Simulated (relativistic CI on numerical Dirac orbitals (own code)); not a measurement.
Level scheme of Dy59+

These numbers are calculated, not measured: Dirac-Coulomb-Breit CI, orbitals from a KLI potential per configuration, a model potential for QED, unscaled Slater integrals (own radial code, finite nucleus).

CI space (outside the closed core 1s2): 2s2.2p3, 2s.2p4, 2p5, 2p4.3s, 2p4.3p, 2p4.3d, 2s2.2p2.3s, 2s2.2p2.3p, 2s2.2p2.3d, 2s.2p3.3s, 2s.2p3.3p, 2s.2p3.3d, 2s2.2p2.4s, 2s2.2p2.4p, 2s2.2p2.4d, 2s2.2p2.4f. Levels of other configurations are missing.

| No. | Configuration | Term | J | E (10³ cm⁻¹) | % | Landé g | Lifetime (s) | jj configuration (%) |
| --- | --- | --- | --- | --- | --- | --- | --- | --- |
| 41 | 2s2.2p2.3p | 2P° | 1/2 | 66096.0 | 81 | 0.669 | 9.73e-14 | 2p1/2 2p3/2 3p3/2 (94) |
| 42 | 2s2.2p2.3d | 4F | 3/2 | 66292.9 | 27 | 0.961 | 1.91e-15 | 2p1/2 2p3/2 3d3/2 (63) |
| 43 | 2s.2p3.3p | 2P | 1/2 | 66304.6 | 32 | 1.234 | 1.74e-15 | 2s 2p3/2 3p1/2 (88) |
| 44 | 2s2.2p2.3d | 4F | 5/2 | 66328.0 | 53 | 0.959 | 9.81e-15 | 2p1/2 2p3/2 3d3/2 (99) |
| 45 | 2s.2p3.3p | 2D | 3/2 | 66343.8 | 20 | 0.925 | 6.28e-15 | 2s 2p3/2 3p1/2 (57) |
| 46 | 2s2.2p2.3d | 4D | 1/2 | 66355.3 | 76 | 0.261 | 8.57e-15 | 2p1/2 2p3/2 3d3/2 (94) |
| 47 | 2s2.2p2.3d | 2G | 7/2 | 66454.1 | 52 | 1.014 | 9.91e-14 | 2p1/2 2p3/2 3d3/2 (98) |
| 48 | 2s2.2p2.3d | 2D | 5/2 | 66570.8 | 35 | 1.140 | 9.98e-16 | 2p1/2 2p3/2 3d3/2 (95) |
| 49 | 2s2.2p2.3d | 2D | 3/2 | 66623.2 | 44 | 1.094 | 1.12e-15 | 2p1/2 2p3/2 3d3/2 (92) |
| 50 | 2s2.2p2.3d | 2P | 1/2 | 66692.5 | 35 | 1.627 | 9.90e-16 | 2p1/2 2p3/2 3d3/2 (94) |
| 51 | 2s2.2p2.3d | 4D | 7/2 | 66799.1 | 46 | 1.298 | 3.97e-14 | 2p1/2 2p3/2 3d5/2 (99) |
| 52 | 2s2.2p2.3d | 2P | 3/2 | 66939.8 | 38 | 1.332 | 1.33e-15 | 2p1/2 2p3/2 3d5/2 (97) |
| 53 | 2s2.2p2.3d | 2G | 9/2 | 66956.6 | 64 | 1.171 | 1.44e-11 | 2p1/2 2p3/2 3d5/2 (100) |
| 54 | 2s2.2p2.3d | 2F | 5/2 | 66958.5 | 43 | 1.138 | 1.05e-15 | 2p1/2 2p3/2 3d5/2 (97) |
| 55 | 2s2.2p2.3d | 2D | 5/2 | 67084.5 | 60 | 1.239 | 7.53e-16 | 2p1/2 2p3/2 3d5/2 (97) |
| 56 | 2s2.2p2.3d | 2F | 7/2 | 67147.3 | 69 | 1.121 | 6.85e-16 | 2p1/2 2p3/2 3d5/2 (98) |
| 57 | 2s2.2p2.3d | 2D | 3/2 | 67184.1 | 58 | 0.961 | 1.02e-15 | 2p1/2 2p3/2 3d5/2 (99) |
| 58 | 2s2.2p2.3d | 2P | 1/2 | 67221.0 | 58 | 1.192 | 9.52e-16 | 2p1/2 2p3/2 3d5/2 (99) |
| 59 | 2s.2p3.3p | 4D | 7/2 | 67649.5 | 48 | 1.432 | 1.84e-13 | 2s 2p3/2 3p3/2 (98) |
| 60 | 2s.2p3.3p | 4P | 3/2 | 67719.0 | 31 | 1.519 | 4.62e-15 | 2s 2p3/2 3p3/2 (99) |
| 61 | 2s.2p3.3p | 4P | 5/2 | 67849.5 | 38 | 1.413 | 4.99e-15 | 2s 2p3/2 3p3/2 (98) |
| 62 | 2s.2p3.3p | 2P | 1/2 | 67881.7 | 39 | 1.449 | 2.84e-15 | 2s 2p3/2 3p3/2 (99) |
| 63 | 2s.2p3.3p | 2D | 5/2 | 68329.3 | 32 | 1.255 | 6.32e-15 | 2s 2p3/2 3p3/2 (99) |
| 64 | 2s.2p3.3d | 4D° | 5/2 | 68357.6 | 30 | 1.254 | 1.08e-14 | 2s 2p3/2 3d3/2 (99) |
| 65 | 2s.2p3.3d | 4D° | 3/2 | 68392.9 | 29 | 1.362 | 5.05e-15 | 2s 2p3/2 3d3/2 (99) |
| 66 | 2s.2p3.3d | 4F° | 7/2 | 68417.1 | 24 | 1.242 | 1.95e-13 | 2s 2p3/2 3d3/2 (94) |
| 67 | 2s.2p3.3d | 4P° | 1/2 | 68418.8 | 46 | 2.291 | 1.26e-14 | 2s 2p3/2 3d3/2 (99) |
| 68 | 2s.2p3.3p | 2P | 3/2 | 68451.9 | 34 | 1.219 | 7.06e-15 | 2s 2p3/2 3p3/2 (99) |
| 69 | 2s.2p3.3p | 4P | 1/2 | 68487.9 | 41 | 1.760 | 7.06e-14 | 2s 2p3/2 3p3/2 (99) |
| 70 | 2s.2p3.3d | 4F° | 9/2 | 68834.2 | 50 | 1.335 | 1.19e-11 | 2s 2p3/2 3d5/2 (99) |
| 71 | 2s.2p3.3d | 2D° | 3/2 | 68929.4 | 30 | 0.971 | 9.00e-15 | 2s 2p3/2 3d3/2 (66) |
| 72 | 2s.2p3.3d | 2D° | 5/2 | 69008.2 | 34 | 1.221 | 2.35e-15 | 2s 2p3/2 3d5/2 (76) |
| 73 | 2s.2p3.3d | 2F° | 5/2 | 69036.9 | 27 | 1.030 | 2.62e-15 | 2s 2p3/2 3d3/2 (76) |
| 74 | 2s.2p3.3d | 4D° | 7/2 | 69076.8 | 41 | 1.279 | 7.91e-16 | 2s 2p3/2 3d5/2 (94) |
| 75 | 2s.2p3.3d | 4D° | 1/2 | 69080.8 | 53 | 0.603 | 3.16e-15 | 2s 2p3/2 3d3/2 (89) |
| 76 | 2s.2p3.3d | 2D° | 3/2 | 69197.2 | 39 | 1.095 | 1.21e-15 | 2s 2p3/2 3d5/2 (66) |
| 77 | 2s.2p3.3d | 2P° | 1/2 | 69266.0 | 58 | 0.686 | 1.22e-15 | 2s 2p3/2 3d5/2 (89) |
| 78 | 2s.2p3.3d | 2F° | 7/2 | 69565.0 | 34 | 1.170 | 3.92e-15 | 2s 2p3/2 3d5/2 (99) |
| 79 | 2s.2p3.3d | 2D° | 5/2 | 69678.5 | 37 | 1.135 | 7.65e-16 | 2s 2p3/2 3d5/2 (99) |
| 80 | 2s.2p3.3d | 2P° | 3/2 | 69690.4 | 31 | 1.276 | 1.14e-15 | 2s 2p3/2 3d5/2 (99) |
| 81 | 2s2.2p2.3s | 4P | 5/2 | 69870.9 | 63 | 1.432 | 1.80e-14 | 2p3/2^2 3s (99) |
| 82 | 2s2.2p2.3s | 2P | 3/2 | 69946.1 | 54 | 1.159 | 5.54e-15 | 2p3/2^2 3s (99) |
| 83 | 2s2.2p2.3s | 2S | 1/2 | 70330.0 | 68 | 1.981 | 9.46e-15 | 2p3/2^2 3s (99) |
| 84 | 2s2.2p2.3p | 4P° | 3/2 | 70705.9 | 26 | 1.430 | 2.92e-13 | 2p3/2^2 3p1/2 (98) |
| 85 | 2s2.2p2.3p | 2D° | 5/2 | 70730.0 | 39 | 1.173 | 4.28e-13 | 2p3/2^2 3p1/2 (98) |
| 86 | 2s2.2p2.3p | 2P° | 1/2 | 71146.8 | 74 | 0.656 | 4.21e-13 | 2p3/2^2 3p1/2 (98) |
| 87 | 2s.2p3.3s | 6S° | 5/2 | 71436.8 | 49 | 1.641 | 2.36e-14 | 2s 2p1/2 2p3/2^2 3s (98) |
| 88 | 2s.2p3.3s | 4S° | 3/2 | 71646.4 | 48 | 1.474 | 6.16e-15 | 2s 2p1/2 2p3/2^2 3s (98) |
| 89 | 2s.2p3.3s | 4D° | 7/2 | 71759.4 | 97 | 1.397 | 2.01e-14 | 2s 2p1/2 2p3/2^2 3s (97) |
| 90 | 2s.2p3.3s | 2D° | 5/2 | 71957.3 | 74 | 1.215 | 6.78e-15 | 2s 2p1/2 2p3/2^2 3s (98) |
| 91 | 2s.2p3.3p | 6P | 3/2 | 72170.1 | 40 | 1.736 | 8.89e-15 | 2s 2p1/2 2p3/2^2 3p1/2 (99) |
| 92 | 2s.2p3.3s | 4P° | 1/2 | 72253.3 | 83 | 2.323 | 1.10e-14 | 2s 2p1/2 2p3/2^2 3s (99) |
| 93 | 2s.2p3.3p | 4F | 5/2 | 72265.7 | 29 | 1.343 | 4.56e-15 | 2s 2p1/2 2p3/2^2 3p1/2 (99) |
| 94 | 2s.2p3.3s | 2S° | 1/2 | 72374.2 | 41 | 1.134 | 7.75e-15 | 2s 2p1/2 2p3/2^2 3s (72) |
| 95 | 2s.2p3.3s | 4S° | 3/2 | 72429.2 | 36 | 1.455 | 1.13e-14 | 2s 2p1/2 2p3/2^2 3s (96) |
| 96 | 2s.2p3.3s | 4P° | 3/2 | 72472.1 | 35 | 1.406 | 9.31e-15 | 2s 2p1/2 2p3/2^2 3s (94) |
| 97 | 2s.2p3.3s | 2D° | 5/2 | 72483.5 | 49 | 1.255 | 4.16e-14 | 2s 2p1/2 2p3/2^2 3s (54) |
| 98 | 2s.2p3.3s | 2D° | 3/2 | 72507.6 | 60 | 1.059 | 8.68e-15 | 2s 2p1/2 2p3/2^2 3s (98) |
| 99 | 2s.2p3.3p | 2F | 7/2 | 72527.2 | 42 | 1.212 | 3.01e-15 | 2s 2p1/2 2p3/2^2 3p1/2 (99) |
| 100 | 2s2.2p2.3p | 4D° | 7/2 | 72570.8 | 62 | 1.309 | 1.60e-13 | 2p3/2^2 3p3/2 (96) |
| 101 | 2s2.2p2.3p | 2P° | 1/2 | 72619.2 | 37 | 1.155 | 1.62e-14 | 2p3/2^2 3p3/2 (68) |
| 102 | 2s.2p3.3s | 2D° | 5/2 | 72628.2 | 37 | 1.271 | 2.65e-14 | 2p3/2^2 3p3/2 (52) |
| 103 | 2s.2p3.3s | 2P° | 1/2 | 72685.7 | 87 | 0.780 | 1.21e-14 | 2s 2p1/2 2p3/2^2 3s (95) |
| 104 | 2s.2p3.3p | 4P | 5/2 | 72781.1 | 52 | 1.429 | 5.77e-15 | 2s 2p1/2 2p3/2^2 3p1/2 (99) |
| 105 | 2s2.2p2.3p | 2P° | 3/2 | 72938.6 | 58 | 1.300 | 6.64e-14 | 2p3/2^2 3p3/2 (92) |
| 106 | 2s.2p3.3p | 4D | 1/2 | 72971.2 | 70 | 0.287 | 8.33e-15 | 2s 2p1/2 2p3/2^2 3p1/2 (100) |
| 107 | 2s.2p3.3p | 4P | 1/2 | 73087.9 | 51 | 1.554 | 2.27e-15 | 2s 2p1/2 2p3/2^2 3p1/2 (96) |
| 108 | 2s2.2p2.3p | 2P° | 3/2 | 73112.4 | 58 | 1.317 | 9.68e-14 | 2p3/2^2 3p3/2 (95) |
| 109 | 2s.2p3.3p | 2P | 3/2 | 73112.6 | 26 | 1.044 | 2.24e-15 | 2s 2p1/2 2p3/2^2 3p1/2 (94) |
| 110 | 2s.2p3.3p | 2F | 5/2 | 73181.4 | 58 | 0.987 | 3.04e-15 | 2s 2p1/2 2p3/2^2 3p1/2 (94) |

Energies count from the lowest computed level; ° marks odd parity; lifetimes are radiative, by E1, M1, E2, M2 decay to levels of this space only. Filled j subshells are mostly left out of the jj labels.

The mean weight of the leading LS term, summed over parents, in these 70 levels is 47 %, and that of the leading jj configuration (from the same eigenvectors) 92 %, so jj coupling describes them better and the LS labels are nominal.

At this charge energies of transitions that change n are usually good to better than 1 %, and those within a shell (Δn = 0) to a few per cent.

LS names give the leading component of a level, which can be under half, so a name can repeat, a term be missing and a line seem to break the LS rules.
